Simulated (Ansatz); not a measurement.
# A geometry optimisation of BrHSi2 with B3LYP-D3(BJ)/def2-SVP

The starting geometry of this gas-phase singlet was optimised with GFN2-xTB.

```xyz
4

Br   -0.3484    2.3769   -0.2341
Si    0.7078   -0.6936   -0.1931
Si   -0.7182    0.2464   -1.5347
H     1.7038   -1.1513    0.8128
```

**Question.** Predict what it relaxes into with B3LYP-D3(BJ)/def2-SVP.

**Answer.** It rearranges, giving a structure given below by its coordinates. Contacts that open: Br1–Si3 (2.52 → 3.75 Å). Contacts that close: Br1–Si2 (3.25 → 2.25 Å).

The energy falls by 0.67 eV over 15 steps:

```csv
step,E − E(last) (eV)
1,0.673
3,0.308
4,0.163
6,0.059
7,0.033
9,0.015
10,0.008
12,0.001
13,0.000
15,0.000
```

Final geometry (Å):

| atom | x (Å) | y (Å) | z (Å) |
| --- | --- | --- | --- |
| Br | 0.3420 | 2.0964 | 0.4893 |
| Si | 0.4483 | -0.0273 | -0.2425 |
| Si | -0.8481 | -0.4696 | -1.9792 |
| H | 1.4028 | -0.8210 | 0.5833 |

The end wasn't checked by frequencies. Run with Ansatz 0.2.0, 37 s on 1 thread of Intel(R) Xeon(R) Platinum 8259CL CPU @ 2.50GHz (Skylake/Cascade Lake), with other jobs on the host.
